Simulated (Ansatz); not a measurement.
Ansatz (a quantum-chemistry and plane-wave program) input (B3LYP-D3(BJ)/def2-TZVP):

Ansatz 0.2 input:
```yaml
crystal:
  periodic: [false, false, false]
  atoms:
    - {symbol: C, position_ang: [1.63556815, 0.05486500, 0.11520225]}
    - {symbol: C, position_ang: [0.46822139, -0.75086968, -0.32285805]}
    - {symbol: C, position_ang: [-0.84603114, -0.30944513, 0.29343822]}
    - {symbol: F, position_ang: [-1.13289994, 1.00675974, -0.08397059]}
    - {symbol: H, position_ang: [1.52258125, 1.11061883, 0.31659219]}
    - {symbol: H, position_ang: [2.63304960, -0.35995624, 0.09317250]}
    - {symbol: H, position_ang: [0.35432244, -0.70670829, -1.41792552]}
    - {symbol: H, position_ang: [0.61564495, -1.81003933, -0.08488482]}
    - {symbol: H, position_ang: [-0.80191164, -0.32928802, 1.38458103]}
    - {symbol: H, position_ang: [-1.67413743, -0.93276586, -0.05049448]}
basis:
  gaussian:
    orbitals: def2-TZVP
hamiltonian:
  xc: b3lyp
  dispersion: d3bj
magnetization: {spin_polarized: true, initial_magnetization: 1}
phonons: {temperatures: {t_min: 298.15, t_max: 298.15, t_step: 100}}
```

Output:

```
Functional definition: B3LYP
integrals: 0.06 GiB planned
960 factors; their error is unknown
mean field: 0.80 GiB planned
mean field evaluation 1: about -5919.7518 eV, gradient 3.9e1 eV
mean field evaluation 2: about -5916.8710 eV, gradient 4.5e1 eV
mean field evaluation 4: about -5926.6145 eV, gradient 8.6e-1 eV
mean field evaluation 8: about -5926.6195 eV, gradient 5.9e-2 eV
mean field evaluation 16: about -5926.6029 eV, gradient 3.7e-4 eV
mean field -5926.60287909 eV, -217.7986386107 hartree, gradient 1.7e-5 eV, S^2 0.753908; 0 other end points of the search recorded, 0 dependent functions left out
the calculation of the forces begins
reference -5926.60311965 eV, -217.7986474514 hartree; 17, 16 occupied and 143, 144 virtual orbitals, 960 factors
these checks for a lower state are left out or cut short: stability, starts, cluster_reference, orbital_swaps, neighbouring_geometries, increment
integrals: 0.06 GiB planned
960 factors; their error is unknown
mean field: 0.80 GiB planned
mean field -5926.60275065 eV, -217.7986338909 hartree, gradient 1.8e-6 eV, S^2 0.753905; 0 other end points of the search recorded, 0 dependent functions left out
the calculation of the forces begins
reference -5926.60299118 eV, -217.7986427300 hartree; 17, 16 occupied and 143, 144 virtual orbitals, 960 factors
these checks for a lower state are left out or cut short: stability, starts, cluster_reference, orbital_swaps, neighbouring_geometries, increment
integrals: 0.06 GiB planned
960 factors; their error is unknown
mean field: 0.80 GiB planned
mean field evaluation 32: about -5926.6027 eV, gradient 1.5e-6 eV
mean field -5926.60266107 eV, -217.7986305987 hartree, gradient 1.8e-6 eV, S^2 0.753912; 0 other end points of the search recorded, 0 dependent functions left out
the calculation of the forces begins
reference -5926.60290168 eV, -217.7986394410 hartree; 17, 16 occupied and 143, 144 virtual orbitals, 960 factors
these checks for a lower state are left out or cut short: stability, starts, cluster_reference, orbital_swaps, neighbouring_geometries, increment
integrals: 0.06 GiB planned
960 factors; their error is unknown
mean field: 0.80 GiB planned
mean field -5926.60271243 eV, -217.7986324861 hartree, gradient 1.8e-6 eV, S^2 0.753906; 0 other end points of the search recorded, 0 dependent functions left out
the calculation of the forces begins
reference -5926.60295300 eV, -217.7986413271 hartree; 17, 16 occupied and 143, 144 virtual orbitals, 960 factors
these checks for a lower state are left out or cut short: stability, starts, cluster_reference, orbital_swaps, neighbouring_geometries, increment
integrals: 0.06 GiB planned
960 factors; their error is unknown
mean field: 0.80 GiB planned
mean field -5926.60270084 eV, -217.7986320601 hartree, gradient 1.8e-6 eV, S^2 0.753910; 0 other end points of the search recorded, 0 dependent functions left out
the calculation of the forces begins
reference -5926.60294139 eV, -217.7986409004 hartree; 17, 16 occupied and 143, 144 virtual orbitals, 960 factors
these checks for a lower state are left out or cut short: stability, starts, cluster_reference, orbital_swaps, neighbouring_geometries, increment
integrals: 0.06 GiB planned
960 factors; their error is unknown
mean field: 0.80 GiB planned
mean field -5926.60284727 eV, -217.7986374414 hartree, gradient 1.8e-6 eV, S^2 0.753904; 0 other end points of the search recorded, 0 dependent functions left out
the calculation of the forces begins
reference -5926.60308784 eV, -217.7986462824 hartree; 17, 16 occupied and 143, 144 virtual orbitals, 960 factors
these checks for a lower state are left out or cut short: stability, starts, cluster_reference, orbital_swaps, neighbouring_geometries, increment
integrals: 0.06 GiB planned
[...]
integrals: 0.06 GiB planned
960 factors; their error is unknown
mean field: 0.80 GiB planned
mean field -5926.60285690 eV, -217.7986377952 hartree, gradient 1.8e-6 eV, S^2 0.753908; 0 other end points of the search recorded, 0 dependent functions left out
the calculation of the forces begins
reference -5926.60309746 eV, -217.7986466358 hartree; 17, 16 occupied and 143, 144 virtual orbitals, 960 factors
these checks for a lower state are left out or cut short: stability, starts, cluster_reference, orbital_swaps, neighbouring_geometries, increment
integrals: 0.06 GiB planned
960 factors; their error is unknown
mean field: 0.80 GiB planned
mean field evaluation 352: about -5926.6029 eV, gradient 3.3e-4 eV
mean field -5926.60286482 eV, -217.7986380865 hartree, gradient 1.8e-6 eV, S^2 0.753909; 0 other end points of the search recorded, 0 dependent functions left out
the calculation of the forces begins
reference -5926.60310539 eV, -217.7986469272 hartree; 17, 16 occupied and 143, 144 virtual orbitals, 960 factors
these checks for a lower state are left out or cut short: stability, starts, cluster_reference, orbital_swaps, neighbouring_geometries, increment
integrals: 0.06 GiB planned
960 factors; their error is unknown
mean field: 0.80 GiB planned
mean field -5926.60284149 eV, -217.7986372289 hartree, gradient 1.8e-6 eV, S^2 0.753908; 0 other end points of the search recorded, 0 dependent functions left out
the calculation of the forces begins
reference -5926.60308204 eV, -217.7986460691 hartree; 17, 16 occupied and 143, 144 virtual orbitals, 960 factors
these checks for a lower state are left out or cut short: stability, starts, cluster_reference, orbital_swaps, neighbouring_geometries, increment
integrals: 0.06 GiB planned
960 factors; their error is unknown
mean field: 0.80 GiB planned
mean field -5926.60288413 eV, -217.7986387959 hartree, gradient 1.8e-6 eV, S^2 0.753908; 0 other end points of the search recorded, 0 dependent functions left out
the calculation of the forces begins
reference -5926.60312470 eV, -217.7986476370 hartree; 17, 16 occupied and 143, 144 virtual orbitals, 960 factors
these checks for a lower state are left out or cut short: stability, starts, cluster_reference, orbital_swaps, neighbouring_geometries, increment
integrals: 0.06 GiB planned
960 factors; their error is unknown
mean field: 0.80 GiB planned
mean field -5926.60285935 eV, -217.7986378856 hartree, gradient 1.8e-6 eV, S^2 0.753908; 0 other end points of the search recorded, 0 dependent functions left out
the calculation of the forces begins
reference -5926.60309990 eV, -217.7986467254 hartree; 17, 16 occupied and 143, 144 virtual orbitals, 960 factors
these checks for a lower state are left out or cut short: stability, starts, cluster_reference, orbital_swaps, neighbouring_geometries, increment
integrals: 0.06 GiB planned
960 factors; their error is unknown
mean field: 0.80 GiB planned
mean field -5926.60286158 eV, -217.7986379672 hartree, gradient 1.8e-6 eV, S^2 0.753908; 0 other end points of the search recorded, 0 dependent functions left out
the calculation of the forces begins
reference -5926.60310216 eV, -217.7986468086 hartree; 17, 16 occupied and 143, 144 virtual orbitals, 960 factors
these checks for a lower state are left out or cut short: stability, starts, cluster_reference, orbital_swaps, neighbouring_geometries, increment
integrals: 0.06 GiB planned
960 factors; their error is unknown
mean field: 0.80 GiB planned
mean field evaluation 384: about -5926.6177 eV, gradient 3.7e-1 eV
mean field -5926.60279619 eV, -217.7986355643 hartree, gradient 1.8e-6 eV, S^2 0.753908; 0 other end points of the search recorded, 0 dependent functions left out
the calculation of the forces begins
reference -5926.60303684 eV, -217.7986444080 hartree; 17, 16 occupied and 143, 144 virtual orbitals, 960 factors
these checks for a lower state are left out or cut short: stability, starts, cluster_reference, orbital_swaps, neighbouring_geometries, increment
integrals: 0.06 GiB planned
960 factors; their error is unknown
mean field: 0.80 GiB planned
mean field -5926.60276043 eV, -217.7986342501 hartree, gradient 1.8e-6 eV, S^2 0.753908; 0 other end points of the search recorded, 0 dependent functions left out
the calculation of the forces begins
reference -5926.60300091 eV, -217.7986430876 hartree; 17, 16 occupied and 143, 144 virtual orbitals, 960 factors
these checks for a lower state are left out or cut short: stability, starts, cluster_reference, orbital_swaps, neighbouring_geometries, increment
integrals: 0.06 GiB planned
960 factors; their error is unknown
mean field: 0.80 GiB planned
mean field -5926.60279073 eV, -217.7986353635 hartree, gradient 1.8e-6 eV, S^2 0.753908; 0 other end points of the search recorded, 0 dependent functions left out
the calculation of the forces begins
reference -5926.60303122 eV, -217.7986442014 hartree; 17, 16 occupied and 143, 144 virtual orbitals, 960 factors
these checks for a lower state are left out or cut short: stability, starts, cluster_reference, orbital_swaps, neighbouring_geometries, increment
integrals: 0.06 GiB planned
960 factors; their error is unknown
mean field: 0.80 GiB planned
mean field -5926.60283602 eV, -217.7986370280 hartree, gradient 1.8e-6 eV, S^2 0.753908; 0 other end points of the search recorded, 0 dependent functions left out
the calculation of the forces begins
reference -5926.60307666 eV, -217.7986458714 hartree; 17, 16 occupied and 143, 144 virtual orbitals, 960 factors
these checks for a lower state are left out or cut short: stability, starts, cluster_reference, orbital_swaps, neighbouring_geometries, increment
integrals: 0.06 GiB planned
960 factors; their error is unknown
mean field: 0.80 GiB planned
mean field evaluation 416: about -5926.6028 eV, gradient 5.2e-3 eV
mean field -5926.60282971 eV, -217.7986367963 hartree, gradient 1.8e-6 eV, S^2 0.753908; 0 other end points of the search recorded, 0 dependent functions left out
the calculation of the forces begins
reference -5926.60307023 eV, -217.7986456350 hartree; 17, 16 occupied and 143, 144 virtual orbitals, 960 factors
these checks for a lower state are left out or cut short: stability, starts, cluster_reference, orbital_swaps, neighbouring_geometries, increment
integrals: 0.06 GiB planned
960 factors; their error is unknown
mean field: 0.80 GiB planned
mean field -5926.60283853 eV, -217.7986371205 hartree, gradient 1.8e-6 eV, S^2 0.753908; 0 other end points of the search recorded, 0 dependent functions left out
the calculation of the forces begins
reference -5926.60307915 eV, -217.7986459630 hartree; 17, 16 occupied and 143, 144 virtual orbitals, 960 factors
these checks for a lower state are left out or cut short: stability, starts, cluster_reference, orbital_swaps, neighbouring_geometries, increment
integrals: 0.06 GiB planned
960 factors; their error is unknown
mean field: 0.80 GiB planned
mean field -5926.60285550 eV, -217.7986377441 hartree, gradient 1.8e-6 eV, S^2 0.753908; 0 other end points of the search recorded, 0 dependent functions left out
the calculation of the forces begins
reference -5926.60309606 eV, -217.7986465843 hartree; 17, 16 occupied and 143, 144 virtual orbitals, 960 factors
these checks for a lower state are left out or cut short: stability, starts, cluster_reference, orbital_swaps, neighbouring_geometries, increment
integrals: 0.06 GiB planned
960 factors; their error is unknown
mean field: 0.80 GiB planned
mean field -5926.60285275 eV, -217.7986376428 hartree, gradient 1.8e-6 eV, S^2 0.753908; 0 other end points of the search recorded, 0 dependent functions left out
the calculation of the forces begins
reference -5926.60309333 eV, -217.7986464839 hartree; 17, 16 occupied and 143, 144 virtual orbitals, 960 factors
Total energy: -5926.85918285 eV, -217.8080576002 hartree
Atom 0 at     1.635568     0.054865     0.115202 Å, force     0.000120     0.000186    -0.000215 eV/Å
Atom 1 at     0.468221    -0.750870    -0.322858 Å, force     0.000122    -0.000551     0.000292 eV/Å
Atom 2 at    -0.846031    -0.309445     0.293438 Å, force    -0.000252    -0.000198     0.000043 eV/Å
Atom 3 at    -1.132900     1.006760    -0.083971 Å, force    -0.000445     0.000371    -0.000088 eV/Å
Atom 4 at     1.522581     1.110619     0.316592 Å, force     0.000147    -0.000243     0.000111 eV/Å
Atom 5 at     2.633050    -0.359956     0.093173 Å, force    -0.000048     0.000083     0.000033 eV/Å
Atom 6 at     0.354322    -0.706708    -1.417926 Å, force    -0.000163     0.000158     0.000029 eV/Å
Atom 7 at     0.615645    -1.810039    -0.084885 Å, force     0.000232    -0.000080     0.000003 eV/Å
Atom 8 at    -0.801912    -0.329288     1.384581 Å, force     0.000108     0.000031    -0.000152 eV/Å
Atom 9 at    -1.674137    -0.932766    -0.050494 Å, force     0.000179     0.000242    -0.000055 eV/Å
Dipole moment:     0.090882    -0.380786     0.037778 e Å
Vibrations: 135.28 156.82 301.42 462.00 531.85 765.28 898.38 974.47 1043.92 1085.21 1126.13 1226.82 1288.69 1372.70 1410.85 1449.06 1467.02 1510.57 2941.32 3027.39 3043.90 3088.70 3155.05 3257.58 cm⁻¹, zero-point energy 2.214383 eV
```

It need not be the lowest isomer of its formula.
